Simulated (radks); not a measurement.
Results of a calculation; reference values are marked as such.
Initial-state core-level shifts of the ruthenium ion Ru+ when its valence configuration changes from [Kr] 4d7. Code: a radial shooting solver on a logarithmic mesh with Libxc functionals. Model: scalar-relativistic Kohn-Sham, LDA (Slater exchange, Perdew-Wang correlation), spin-polarised, spherical densities, finite nucleus; open shells are filled with parallel spins first (spin-orbit coupling, left out, can overturn this in heavy ions); Fermi nuclear charge, rms radius 4.4809 fm. Shifts are changes of the shell-averaged eigenvalues in eV (positive: less bound); the change of the density at the nucleus, which sets a Mossbauer isomer shift, is in e/bohr^3, on a base of 1.12e+05.

valence,1s,2p,3d,4p,density at nucleus
4d5 5p2,-10.256,-10.729,-10.657,-9.344,+5.28
4d6.5 5p0.5,-2.452,-2.544,-2.539,-2.308,+0.97
4d6 5p1,-4.974,-5.175,-5.158,-4.634,+2.16
4d6.5 5s0.5,-1.783,-1.894,-1.880,-1.635,+10.41
4d4.5 5p2.5,-13.223,-13.854,-13.723,-11.943,+7.13
4d6 5s1,-3.660,-3.894,-3.859,-3.323,+22.05
4d3.5 5p3.5,-19.593,-20.573,-20.278,-17.383,+11.44
